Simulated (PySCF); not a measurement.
# Electron correlation in Ga (gallium, neutral)

[Ar] 3d10 4s2 4d1, 2D determinant (an excited configuration). Computed with PySCF 2.14 in aug-cc-pVQZ-PP with ECP10MDF, with a scalar-relativistic core potential. Frozen: 3s2 3p6 3d10; 3 electrons correlated.

| level | correlation energy (mhartree) |
| --- | --- |
| CCSD | -45.77 |
| (T) | -1.43 |
| CCSD(T) | -47.20 |

Diagnostics: T1 = 0.042, D1 = 0.1023, largest double amplitude 0.150.

**Question.** Is a single reference adequate?

**Answer.** Not fully. The outer electron is Rydberg-like, and this basis confines it to a smaller radius and binds it less than a complete one would. T1 exceeds 0.03, a sign that the reference determinant is poor.
